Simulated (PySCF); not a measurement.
Two species compared at the same levels of theory.

First species: C6H10FNO.
Structure used (GFN2-xTB), in Å, numbered top down from 1:
```xyz
19
C6H10FNO angstrom
C      3.269    0.720   -0.435
C      2.065    0.029   -1.034
O      2.085   -0.593   -2.071
N      0.939    0.165   -0.270
C     -0.278   -0.382   -0.635
C     -1.426   -0.308    0.037
C     -2.672   -0.964   -0.479
C     -1.623    0.378    1.362
F     -0.687    1.354    1.629
H      4.107    0.642   -1.121
H      3.049    1.769   -0.249
H      3.535    0.248    0.509
H      0.986    0.712    0.576
H     -0.224   -0.909   -1.578
H     -2.459   -1.537   -1.377
H     -3.430   -0.217   -0.715
H     -3.089   -1.633    0.274
H     -2.599    0.874    1.395
H     -1.558   -0.339    2.192
```

Second species: C3H13FSSi3.
Atom-mapped SMILES: `[CH3:1][CH2:2][SiH2:3][Si@H:4]([F:5])[S:6][SiH2:7][CH3:8]` (hydrogens: H9, H10, H11 on C1; H12, H13 on C2; H14, H15 on Si3; H16 on Si4; H17, H18 on Si7; H19, H20, H21 on C8)

Levels: PBE0/pcSseg-1 for dipole moment, HOMO energy, LUMO energy and HOMO–LUMO gap; GFN2-xTB for rotational constant A and rotational constant C. Geometries: GFN2-xTB. Each structure is a single optimised conformer of the isolated species, non-relativistic unless stated. Electronic properties by PySCF.

The conformers computed, where there is a choice (atom-mapped SMILES and torsion angles):
- `[CH3:1][C:2](=[O:3])[NH:4]/[CH:5]=[C:6](/[CH3:7])[CH2:8][F:9]`: C1–C2–N4–C5 180°, C2–N4–C5–C6 180°, C5–C6–C8–F9 23°
- `[CH3:1][CH2:2][SiH2:3][Si@H:4]([F:5])[S:6][SiH2:7][CH3:8]`: C1–C2–Si3–Si4 -179°, C2–Si3–Si4–F5 177°, Si3–Si4–S6–Si7 79°, Si4–S6–Si7–C8 74°

Values for the first species:

- Dipole moment: 3.23 D
- HOMO energy: -6.34 eV
- LUMO energy: -0.08 eV
- HOMO–LUMO gap: 6.26 eV
- Rotational constant A: 2.669 GHz
- Rotational constant C: 0.695 GHz

**Question.** Estimate the same properties for the second species, and the change in each.

**Answer.** 
| property | first | second | second less first |
| --- | --- | --- | --- |
| dipole moment | 3.23 D | 1.35 D | -1.88 D |
| HOMO energy | -6.34 eV | -7.24 eV | -0.90 eV |
| LUMO energy | -0.08 eV | -0.79 eV | -0.71 eV |
| HOMO–LUMO gap | 6.26 eV | 6.45 eV | +0.19 eV |
| rotational constant A | 2.669 GHz | 1.599 GHz | -1.070 GHz |
| rotational constant C | 0.695 GHz | 0.440 GHz | -0.255 GHz |

On the first: In atomic units the dipole is 1.27 e·bohr (1 au = 2.5417 D). A dipole of 3.23 D is allowed in C1, and pure rotational transitions are dipole-allowed.

On the second: In atomic units the dipole is 0.53 e·bohr (1 au = 2.5417 D). A dipole of 1.35 D is allowed in C1, and pure rotational transitions are dipole-allowed.
